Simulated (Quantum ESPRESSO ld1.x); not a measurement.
Results of a calculation; reference values are marked as such.
Task: These are the eigenvalues of the occupied orbitals of an atom or ion with whole-number occupations (eV). Code: ld1.x of Quantum ESPRESSO 7.5. Model: scalar-relativistic Kohn-Sham, LDA (Slater exchange, VWN5 correlation), spin-polarised, spherical densities, point nucleus.

orbital  eigenvalue
1s up      -910.162
1s down    -906.071
2s up      -105.702
2s down    -97.6929
2p up      -83.7389

Which element is it, and in what charge state? The configuration may be excited. Open shells, if any, are filled with parallel spins first.

Result: Z = 10, neon, charge +3: Ne3+ in [He] 2s2 2p3. The list shows which subshells hold electrons but not how many an open one holds; the 1s level, -33.448 hartree, gives Z - s = 8.2 by -(Z - s)^2/2, which with screening and relativity narrows Z to a few neighbours, and the depths of the outer levels then fix element, charge and occupations together.
